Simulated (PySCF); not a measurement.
Cartesian coordinates in Å; atom numbers follow the order of the lines, from 1:
```xyz
17

C    -0.7267   -0.0701    1.4900
C    -0.5722   -0.5233    0.0373
C    -1.9348   -0.5391   -0.6532
Si    0.6676    0.5670   -0.9227
C     2.4272    0.3692   -0.1789
F     2.4925    0.9392    1.0781
H     0.2310   -0.0631    2.0043
H    -1.3981   -0.7381    2.0288
H    -1.1423    0.9345    1.5343
H    -0.1976   -1.5544    0.0489
H    -2.6296   -1.1836   -0.1165
H    -1.8498   -0.9033   -1.6743
H    -2.3581    0.4624   -0.6857
H     0.7674    0.1283   -2.3210
H     0.3043    1.9836   -0.8417
H     2.7291   -0.6739   -0.0555
H     3.1831    0.8767   -0.7820
```

Geometry: GFN2-xTB; GIAO absolute shieldings from PySCF 2.14.0 with density-fitted response routines, gas phase, non-relativistic, averaged over equivalent atoms.

At PBE0/pcSseg-1 (164 basis functions, 33 s wall time on 1 thread of an x86-64 server CPU, shared host):
```
               atoms  σ (ppm)
                  C5    107.3
               C1/C3    165.2
                  C2    169.1
                 Si4    385.5
                  F6    473.3
             H16/H17    26.70
             H14/H15    27.77
H7/H8/H9/H11/H12/H13    30.50
                 H10    30.54
```

Task: What do these become at wB97X/6-311+G(2d,p)?

Result: 
| atoms | σ at wB97X/6-311+G(2d,p) | change |
| --- | --- | --- |
| C5 | 112.7 | +5.4 |
| C1/C3 | 171.4 | +6.2 |
| C2 | 174.5 | +5.4 |
| Si4 | 380.6 | -4.9 |
| F6 | 474.7 | +1.4 |
| H16/H17 | 27.15 | +0.45 |
| H14/H15 | 27.89 | +0.12 |
| H7/H8/H9/H11/H12/H13 | 30.92 | +0.42 |
| H10 | 30.88 | +0.34 |

The largest change is at C1/C3 (methyl carbon). Cost: 236 basis functions, 59 s wall time on 1 thread of an x86-64 server CPU, shared host. The order of the carbon signals is the same at both levels.
